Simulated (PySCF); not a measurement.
PySCF 2.14 output of an unrestricted r2SCAN calculation on a single atom or ion in aug-cc-pVDZ (7s6p4d2f, 59 functions), with the non-relativistic Hamiltonian (point nucleus):

```
SCF conv_tol = 1e-09
number electrons alpha = 15  beta = 12
    J. W. Furness, A. D. Kaplan, J. Ning, J. P. Perdew, and J. Sun.,  J. Phys. Chem. Lett. 11, 8208-8215 (2020)
    J. W. Furness, A. D. Kaplan, J. Ning, J. P. Perdew, and J. Sun.,  J. Phys. Chem. Lett. 11, 9248-9248 (2020)
    J. W. Furness, A. D. Kaplan, J. Ning, J. P. Perdew, and J. Sun.,  J. Phys. Chem. Lett. 11, 8208-8215 (2020)
    J. W. Furness, A. D. Kaplan, J. Ning, J. P. Perdew, and J. Sun.,  J. Phys. Chem. Lett. 11, 9248-9248 (2020)
cycle= 1 E= -1382.71375190436  delta_E= -0.0106  |g|= 0.124  |ddm|= 0.284
cycle= 2 E= -1382.70662995868  delta_E= 0.00712  |g|= 0.216  |ddm|= 0.426
cycle= 3 E= -1382.71727230275  delta_E= -0.0106  |g|= 0.000957  |ddm|= 0.269
cycle= 4 E= -1382.71727331364  delta_E= -1.01e-06  |g|= 0.000591  |ddm|= 0.0127
cycle= 5 E= -1382.71727346695  delta_E= -1.53e-07  |g|= 9.72e-05  |ddm|= 0.00309
cycle= 6 E= -1382.71727347372  delta_E= -6.77e-09  |g|= 1.13e-05  |ddm|= 0.00113
cycle= 7 E= -1382.71727347386  delta_E= -1.43e-10  |g|= 8.76e-07  |ddm|= 0.000164
converged SCF energy = -1382.71727347386  <S^2> = 3.7589916  2S+1 = 4.0044933
```

The run itself started from symmetry-adapted Hartree-Fock orbitals and held the occupation by maximum overlap, on a logarithmic radial grid, so the iterations belong to that start.

Problem. Which element, charge and spin multiplicity is this?

Solution. Co (cobalt, neutral), multiplicity 4; the state was [Ar] 3d7 4s2, high-spin 4F determinant.
